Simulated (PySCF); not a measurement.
Molecule: SMILES N#CC1=CC=C[SiH2]1, C₅H₅NSi.

Geometry:
| atom | x (Å) | y (Å) | z (Å) |
| --- | --- | --- | --- |
| N1 | 3.425 | 0.724 | -0.711 |
| C2 | 2.306 | 0.542 | -0.456 |
| C3 | 0.948 | 0.274 | -0.166 |
| C4 | 0.111 | 1.137 | 0.467 |
| C5 | -1.271 | 0.681 | 0.683 |
| C6 | -1.589 | -0.554 | 0.237 |
| Si7 | -0.054 | -1.284 | -0.548 |
| H8 | 0.429 | 2.127 | 0.807 |
| H9 | -1.981 | 1.342 | 1.190 |
| H10 | -2.590 | -0.976 | 0.354 |
| H11 | 0.477 | -2.494 | 0.144 |
| H12 | -0.174 | -1.550 | -2.010 |

Geometry PBE0-D3(BJ)/def2-SVP throughout; GIAO in PySCF, gas phase, one conformer, non-relativistic; equivalent atoms averaged; functional PBE0.

For orientation, pcSseg-0 gives these absolute shieldings σ: C4 20.3, C5 32.5, C2 60.0, C3 71.1, Si7 393.5, H8 25.32, H9 25.67, H10 26.17, H11/H12 27.48 ppm.

A run gave: C4 18.3, C5 30.1, C2 65.5, C3 67.6, Si7 367.0, H8 23.66, H9 24.02, H10 24.82, H11/H12 26.54 ppm (absolute shieldings σ).

Which basis set was used in that run?
A. cc-pVDZ
B. pcSseg-2
C. cc-pVTZ
D. aug-cc-pVDZ
E. def2-TZVP

## Answers

E. Si7 tells them apart best: def2-TZVP gives 367.0, cc-pVTZ gives 389.1, pcSseg-2 gives 377.0, aug-cc-pVDZ gives 449.2, cc-pVDZ gives 450.0 ppm.
